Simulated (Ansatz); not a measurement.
One change: `ClC(Br)(Br)Br` becomes `Cl[Si](Br)(Br)Br`.

Ansatz, PBE0-D4/def2-TZVP geometries, multiplicity 1. 

Outer-core shells of Br are correlated without core-valence functions. Scalar relativity is left out up to krypton. Spin–orbit coupling is left out.

```tsv
property	`ClC(Br)(Br)Br`
HOMO energy (PBE/def2-TZVPP) / eV	-6.93
LUMO energy (ωB97M-V/def2-TZVPP) / eV	-0.19
size of the dipole moment (ωB97M-V/def2-TZVPP) / D	0.04
LUMO energy (PBE0/def2-TZVPP) / eV	-2.35
LUMO energy (B3LYP/def2-TZVPP) / eV	-2.58
vertical ionisation energy (CCSD(T)/def2-TZVPP) / eV	10.54
```

Task: What does the change do to each property? (Estimate.)

Result: Computed: 
| property | `Cl[Si](Br)(Br)Br` | shift |
| --- | --- | --- |
| HOMO energy (PBE/def2-TZVPP) / eV | -7.41 | -0.48 |
| LUMO energy (ωB97M-V/def2-TZVPP) / eV | 0.53 | 0.72 |
| size of the dipole moment (ωB97M-V/def2-TZVPP) / D | 0.06 | 0.02 |
| LUMO energy (PBE0/def2-TZVPP) / eV | -1.44 | 0.91 |
| LUMO energy (B3LYP/def2-TZVPP) / eV | -1.69 | 0.89 |
| vertical ionisation energy (CCSD(T)/def2-TZVPP) / eV | 10.97 | 0.43 |

With PBE0 the HOMO falls by 0.45 eV and the LUMO rises by 0.91 eV, so the gap widens by about 1.36 eV. PBE moves the HOMO by -0.48 eV and ωB97M-V by -0.43 eV.

B3LYP here is the variant with VWN-RPA as its local correlation; programs differ in this.
